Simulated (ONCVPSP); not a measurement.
**What the settings do to the ONCV potential of P**

Base potential:

- Element: phosphorus (P)
- Generator: ONCVPSP 4.0.1
- Type: optimised norm-conserving Vanderbilt (ONCV)
- Functional: PBE
- Relativity: scalar-relativistic
- Frozen core: [Ne]
- Valence charge: 5
- Reference configuration: 3s2 3p1 (charge +2)
- Partial waves: 3s: rc 1.65 bohr, ncon 4, nbas 8, qcut 4.7 1/bohr, 2 projectors, debl 1 Ha; 3p: rc 1.70 bohr, ncon 4, nbas 7, qcut 3.9 1/bohr, 1 projector
- Local potential: polynomial inside 1.20 bohr (lpopt 1, dvloc0 1 Ha)
- Core correction: Teter function, fcfact 2.5, rcfact 1.7

In the s channel the program set the typed energies aside and used -1.248, 0.250 Ha.

Cutoffs, loose and tight: the cutoffs (Ha) at which the residual kinetic energy of the hardest occupied pseudo-wave falls to 1 and 0.1 mHa per electron. They do not see the model core or the augmentation charge, which bear on the density cutoff. Test errors are all-electron minus pseudo excitation energies from the reference, over the configurations 3s2 3p3; 3s2 3p2; 3s2 3p0; 3s1 3p4. A dash means not determined; rows that change the core or the reference have their own tests.

```csv
change,outcome,"cutoff, loose","cutoff, tight",bound ghosts,GHOST(+) flags above zero,largest test error (meV)
base,"generated, projector energies reset by the program",10 Ha,31 Ha,none,s,-26
"local potential polynomial inside 1.20 bohr (lpopt 1, dvloc0 -0.5 Ha)","generated, projector energies reset by the program",10 Ha,31 Ha,none,none,-26
"s: ncon 5, nbas 9","generated, projector energies reset by the program",11 Ha,32 Ha,none,none,-26
s: nproj 3,"generated, projector energies reset by the program",10 Ha,31 Ha,none,s,-26
```

(1) What comes out with this change to the base: s: qcut 6.7; p: qcut 5.6?

(2) What comes out with this change to the base: all radii but the core radius scaled by about 1.21 (s 2.00, p 2.06 bohr); local potential polynomial inside 1.46 bohr (lpopt 1, dvloc0 1 Ha)?

(3) What comes out with this change to the base: non-relativistic?

## Answers

(1) outcome: generated, projector energies reset by the program; cutoff, loose: 13 Ha; cutoff, tight: 16 Ha; bound ghosts: none; GHOST(+) flags above zero: s; largest test error (meV): -25.

(2) outcome: generated, projector energies reset by the program; cutoff, loose: 8.6 Ha; cutoff, tight: 11 Ha; bound ghosts: none; GHOST(+) flags above zero: none; largest test error (meV): -28.

(3) outcome: generated, projector energies reset by the program; cutoff, loose: 10 Ha; cutoff, tight: 32 Ha; bound ghosts: none; GHOST(+) flags above zero: none; largest test error (meV): -24.
